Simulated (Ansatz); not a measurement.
Born–Oppenheimer molecular dynamics of H4MgSn (6 atoms, charge 0, multiplicity 1). It starts from a relaxed structure.

Level of theory: RKS PBE0/def2-SVP in Ansatz 0.2.0.

```
ensemble        : NVT, Nosé–Hoover chain
time step       : 0.5 fs
steps asked     : 100
set temperature : 500 K
thermostat      : time constant 100 fs, chain length 3 (defaults)
seed            : 226471
```

First frame:

```xyz
6
Properties=species:S:1:pos:R:3
Mg 0.667 -1.641 0.702
Sn -0.301 0.735 -0.317
H 1.268 -3.105 1.334
H -1.722 0.561 -1.279
H 0.818 1.564 -1.334
H -0.729 1.887 0.893
```

(1) How far do the bonds stretch over the last three quarters of this one trajectory? (Pairs bonded in most of those frames.)

## Answers

(1) 
```json
{"bond": "Mg1–Sn2", "mean (Å)": "2.795", "spread (Å)": "0.006", "shortest": "2.78", "longest": "2.80"}
{"bond": "Mg1–H3", "mean (Å)": "1.709", "spread (Å)": "0.017", "shortest": "1.69", "longest": "1.74"}
{"bond": "Sn2–H4", "mean (Å)": "1.724", "spread (Å)": "0.020", "shortest": "1.69", "longest": "1.75"}
{"bond": "Sn2–H5", "mean (Å)": "1.741", "spread (Å)": "0.079", "shortest": "1.62", "longest": "1.84"}
{"bond": "Sn2–H6", "mean (Å)": "1.736", "spread (Å)": "0.046", "shortest": "1.67", "longest": "1.80"}
```

Mean temperature of the second half: 241 K. The conserved energy stayed within 0.15 meV per atom of its start (net change 0.13 meV per atom), so the integration is sound. The mean temperature of the second half is 52 % below the set value. A run of 0.05 ps of so small a system gives no equilibrium averages.

The run took 100 s on 1 thread of Intel(R) Xeon(R) 6975P-C (Granite Rapids), on a shared host, peak memory 0.12 GiB.
